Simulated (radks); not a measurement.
Results of a calculation; reference values are marked as such.
Task: The table gives one normalised radial function P(r) = r R(r) of Pm3+ in [Xe] 4f2.5 5d1.5 (r in bohr). Level of theory: scalar-relativistic Kohn-Sham, PBEsol, spin-polarised, spherical densities, finite nucleus; open shells are filled with parallel spins first (spin-orbit coupling, left out, can overturn this in heavy ions); Fermi nuclear charge, rms radius 4.962 fm (a radial shooting solver on a logarithmic mesh with Libxc functionals).

r	P
0.002261	0.0778
0.002991	0.0950
0.003989	0.1146
0.005321	0.1346
0.007097	0.1522
0.009465	0.1627
0.01262	0.1590
0.01684	0.1321
0.02246	0.0733
0.02971	-0.0170
0.03963	-0.1322
0.05286	-0.2329
0.0705	-0.2562
0.09403	-0.1414
0.1254	0.1042
0.1673	0.3406
0.2231	0.3350
0.2952	-0.0052
0.3937	-0.4531
0.5251	-0.5120
0.7004	0.0167
0.9341	0.7206
1.246	1.0229
1.662	0.7957
2.216	0.3799
2.932	0.1130
3.911	0.0177
5.217	0.0012
6.958	0.0000

Which n and l does it have? It may be an empty orbital.

Result: n = 5, l = 0: the number of nodes gives n - l - 1 = 4, the rise at small r (about r^(l+1), flatter next to the nucleus through relativity) gives l, and the extent must fit the shell. The curve is that of 5s down; the table hardly tells the two spins apart. 5s down: eigenvalue -74.010 eV, 4 radial nodes at r = 0.0284, 0.112, 0.294, 0.696 bohr, <r> = 1.37 bohr, 90 % of the charge inside 1.96 bohr.
